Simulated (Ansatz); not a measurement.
Cost and result for the atomization energy of `[SiH3][GaH][Cl]` (7 atoms, 6 bonds).

The species carries charge 0 and has multiplicity 1. Correlated methods include outer-core shells of Ga, which these sets cover unevenly. Scalar relativity is left out up to krypton. The geometry is a stationary point of PBE0-D4/def2-TZVP. Program: Ansatz. Hardware: A = 2 threads of an AMD EPYC 7R13 on a shared host; B = 2 threads of an AMD EPYC 7R13 on a shared host and a share of an NVIDIA H100 80 GB. Times are those of one run each, without the atoms' runs, and a repeat can differ threefold. Electronic energies, without spin–orbit coupling; frozen cores. CCSD(T)/CBS adds CCSD(T) − MP2 in def2-TZVPP to the MP2 limit, and its time is that of the two runs behind it. T1 = 0.013. With those shells the extrapolation isn't a true limit.

CCSD(T)/CBS is a level of theory with its own doubt, some kJ/mol a heavy atom from the limit and from the frozen cores, so smaller differences don't rank the functionals.

| level | functions | wall time |
| --- | --- | --- |
| LDA (SPW92)/def2-TZVPP [A] | 188 | 1 s |
| BLYP-D4/def2-TZVPP [A] | 188 | 1.5 s |
| revPBE-D4/def2-TZVPP [A] | 188 | 1.6 s |
| PBE-D4/def2-TZVPP (with forces) [A] | 188 | 2 s |
| CCSD(T)/def2-SVP [A] | 88 | 2.5 s |
| PBE0-D4/def2-TZVPP [A] | 188 | 2.5 s |
| CAM-B3LYP-D4/def2-TZVPP [A] | 188 | 3.1 s |
| B2PLYP/def2-TZVPP [A] | 188 | 3.8 s |
| PBE-QIDH/def2-TZVPP [A] | 188 | 4.3 s |
| CCSD(T)/def2-TZVPP [B] | 188 | 6 s |
| B97M-V/def2-TZVPP [A] | 188 | 6.5 s |
| CCSD(T)/def2-QZVPP [B] | 349 | 25 s |
| CCSD(T)/CBS(def2) | – | 31 s |

What atomization energy does each give, and how far from CCSD(T)/CBS? (An estimate is asked.)

Ansatz gave: 
| level | atomization (kJ/mol) | difference from CCSD(T)/CBS | per bond |
| --- | --- | --- | --- |
| LDA (SPW92)/def2-TZVPP [A] | 2031.5 | 185.5 | 30.9 |
| BLYP-D4/def2-TZVPP [A] | 1788.8 | -57.2 | -9.5 |
| revPBE-D4/def2-TZVPP [A] | 1781.5 | -64.5 | -10.8 |
| PBE-D4/def2-TZVPP (with forces) [A] | 1811.6 | -34.4 | -5.7 |
| CCSD(T)/def2-SVP [A] | 1722.1 | -123.9 | -20.6 |
| PBE0-D4/def2-TZVPP [A] | 1814.1 | -31.9 | -5.3 |
| CAM-B3LYP-D4/def2-TZVPP [A] | 1828.8 | -17.2 | -2.9 |
| B2PLYP/def2-TZVPP [A] | 1802.2 | -43.8 | -7.3 |
| PBE-QIDH/def2-TZVPP [A] | 1825.6 | -20.4 | -3.4 |
| CCSD(T)/def2-TZVPP [B] | 1807.3 | -38.7 | -6.5 |
| B97M-V/def2-TZVPP [A] | 1863.5 | 17.5 | 2.9 |
| CCSD(T)/def2-QZVPP [B] | 1834.2 | -11.8 | -2.0 |
| CCSD(T)/CBS(def2) | 1846.0 | 0.0 | 0.0 |

From BLYP to BHLYP (50 % exact exchange), in def2-TZVPP and without D4, the atomization energy moves by +29.4 kJ/mol. The D4 term adds +24.4 kJ/mol with B3LYP and +12.8 kJ/mol with PBE0; it sums over pairs of atoms, weighted by their polarisabilities, and B3LYP, whose exchange is more repulsive, gets the larger term. Leaving LDA and LC-ωPBE aside and taking each functional with its dispersion term where it has one, the values spread over 82.0 kJ/mol, from revPBE-D4 to B97M-V. LDA lies +234.9 kJ/mol from PBE without D4, its usual overbinding.

B3LYP here is the variant with VWN-RPA as its local correlation; programs differ in this.
